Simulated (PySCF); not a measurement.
NMR data simulated for an unnamed compound:

1H NMR (500 MHz, computed): δ 6.71 (m, 1H), 6.17 (m, 1H), 5.96 (m, 1H), 5.54 (m, 1H).

13C{1H} NMR (computed): δ 158.0 (CH), 130.9 (C), 108.1 (CH), 100.0 (CH), 97.5 (CH).

PySCF 2.14.0 with density-fitted response routines calculation with GFN2-xTB structure and GIAO PBE0/pcSseg-1 shieldings; non-relativistic, averaged over atoms made equivalent by symmetry, fast rotation or ring inversion, single conformer, isolated molecule.

Scale: TMS for 1H and 13C (reference shieldings calculated alike).

Question: Which of these does the molecule contain: an NH or NH2 group, a nitrile, a non-aromatic C=C double bond, a CF3 group, an aldehyde?

Answer: 
- An NH or NH2 group: no.
- A nitrile: no.
- A non-aromatic C=C double bond: yes.
- A CF3 group: yes (δC 130.9).
- An aldehyde: no.

The data belong to SMILES FC(O[C@@H]1[C@H](F)C=CO1)(F)F, C5H4F4O2; they needn't prove each group on their own.

Carbon signals by region: 4 in the sp2 and nitrile region (100–160 ppm), 1 at 50–100 ppm.

Splittings by 19F in the carbon and heteronuclear signals aren't shown, as no couplings were computed. Shifts are as computed. Against solution values, carbons near 30 ppm lie about +3 ppm off and those near 130 ppm about +5 ppm. Of 1309 compounds with measured shifts, 239 miss one by over three times the rms of a fit or turn the order of signals round; such compounds aren't used in these exercises. Multiplicities follow the n + 1 count of equivalent neighbours, as no J values were calculated; m marks all less simple cases, F and P coupling included.
